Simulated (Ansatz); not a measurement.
Ansatz (a first-principles code) input:

Ansatz 0.2 input:
```yaml
crystal:
  periodic: [false, false, false]
  atoms:
    - {symbol: O, position_ang: [0.57105535, -0.18321906, 1.66627899]}
    - {symbol: Si, position_ang: [-0.21673388, -0.17383245, 0.23541279]}
    - {symbol: O, position_ang: [-0.52071387, -1.73954226, -0.12438609]}
    - {symbol: O, position_ang: [-1.66363288, 0.59504709, 0.23260729]}
    - {symbol: S, position_ang: [1.01101136, 0.87592653, -1.15834808]}
    - {symbol: H, position_ang: [0.35965656, -0.90148694, 2.27035676]}
    - {symbol: H, position_ang: [-1.08191642, -1.92711893, -0.88118122]}
    - {symbol: H, position_ang: [-1.66887992, 1.54537189, 0.37424330]}
    - {symbol: H, position_ang: [2.15556371, 0.32377757, -0.72162990]}
basis:
  gaussian:
    orbitals: 6-31G*
hamiltonian:
  xc: {name: PBE0}
```

Problem. Which total energy does the run end on?

Solution. -915.38674 Eh (PBE0/6-31G*).
